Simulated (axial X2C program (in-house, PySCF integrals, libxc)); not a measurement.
# Excited states of BaF⁻ by EOM-EE-CCSD

Calculated with an in-house all-electron X2C program for linear molecules (integrals from PySCF): two-component X2C with atomic mean-field Coulomb and Gaunt terms, Gaussian nuclei, basis Ba dyall-acv3z, F dyall-av3z with contracted cores.

R = 2.206 Å (near the PBE0 minimum at charge -1 of the determinant lowest at the starting distance; the state shown can have its own minimum elsewhere).

Vertical excitation energies from the closed-shell determinant state of BaF⁻:

```
 Ω  excitation (eV)  cm⁻¹  hole of the leading pair    particle of the leading pair  weight of the pair (for Ω = 0 its time-reversed partner can hold as much again)  singles weight
0⁻            0.657  5298      86% Ba sσ, 10% Ba pσ             89% Ba pπ, 9% Ba dπ                                                                             0.48            0.96
0⁺            0.658  5303      86% Ba sσ, 10% Ba pσ             89% Ba pπ, 9% Ba dπ                                                                             0.48            0.96
 1            0.672  5419      86% Ba sσ, 10% Ba pσ             89% Ba pπ, 9% Ba dπ                                                                             0.50            0.96
 2            0.687  5540      86% Ba sσ, 10% Ba pσ             90% Ba pπ, 9% Ba dπ                                                                             0.96            0.96
 1            0.924  7451      86% Ba sσ, 10% Ba pσ  54% Ba pσ, 36% Ba sσ, 8% Ba dσ                                                                             0.95            0.96
0⁻            0.924  7451      86% Ba sσ, 10% Ba pσ  54% Ba pσ, 37% Ba sσ, 8% Ba dσ                                                                             0.48            0.96
 1            1.008  8127      86% Ba sσ, 10% Ba pσ                      100% Ba pπ                                                                             0.47            0.91
0⁻            1.060  8549      86% Ba sσ, 10% Ba pσ            64% Ba sσ, 31% Ba pσ                                                                             0.47            0.95
 1            1.060  8549      86% Ba sσ, 10% Ba pσ            64% Ba sσ, 31% Ba pσ                                                                             0.95            0.95
0⁺            1.064  8583      86% Ba sσ, 10% Ba pσ             92% Ba pσ, 7% Ba sσ                                                                             0.46            0.92
```

This point took 58 s on 1 thread of Arm Neoverse V2, on a shared host.

Reference electrons by ω block (each with its −ω partner): 1/2: 22, 3/2: 9, 5/2: 2. 18 electrons of BaF⁻ correlated (inner shells frozen), 84 natural virtual spinors (a truncated set); levels can be off by some tenths of an eV. Roots sought by Ω: (0: 5, 1: 4, 2: 3, 3: 1); rows need 60 % singles weight and stop where some Ω has no more roots. Missing are any skipped roots, higher Ω and states of a further excitation; these come out far too high here and may in truth be low or lowest. T1 of the reference 0.029 (Lee–Taylor). The highest Hartree–Fock level of the anion lies at -0.45 eV; relaxation, partly offset by correlation, puts the detachment threshold some tenths of an eV to over one eV lower in magnitude, and states above it are held by the basis set and are not bound; that holds for every row here. Number of frozen shells: Ba 4 s, 3 p, 2 d; F 1 s. Large amplitudes in the reference (orbital relaxation or multireference character) lower the reliability.
